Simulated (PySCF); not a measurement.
# Trend along the fifth-period p block: MC molecules

PBE0 with triple-zeta basis sets in PySCF, for the lowest determinant that a PBE0 search found; no spin–orbit coupling. De refers to high-spin ground-configuration atoms. A positive dipole means M(−)C(+).

| M | basis | state (unpaired electrons) | Re (Å) | ωe (cm⁻¹) | De (eV) | μ (D) |
| --- | --- | --- | --- | --- | --- | --- |
| In | x2c-TZVPPall | quartet (σ ↑, π ↑↑) | 2.202 | 476 | 2.97 | -2.76 |
| Sn | def2-TZVPP | triplet (σ ↑, π ↑) | 2.004 | 648 | 3.18 | -2.56 |
| Te | def2-TZVPP | singlet (closed shell) | 1.882 | 906 | 4.70 | -2.59 |
| I | def2-TZVPP | doublet (π ↑) | 2.020 | 653 | 3.11 | -1.76 |

**Question.** By what factor does the bond length vary along the series?

**Answer.** At PBE0 it runs from 1.882 Å (TeC) to 2.202 Å (InC), a factor of 1.17.

The rows differ in basis set, which adds steps of its own.

The state changes along the series, so neighbouring rows are not always alike in their bonding.

Spin–orbit coupling is left out, which matters for elements this heavy, above all for dissociation energies. States were picked by a PBE0 search and need not be the measured ground states.
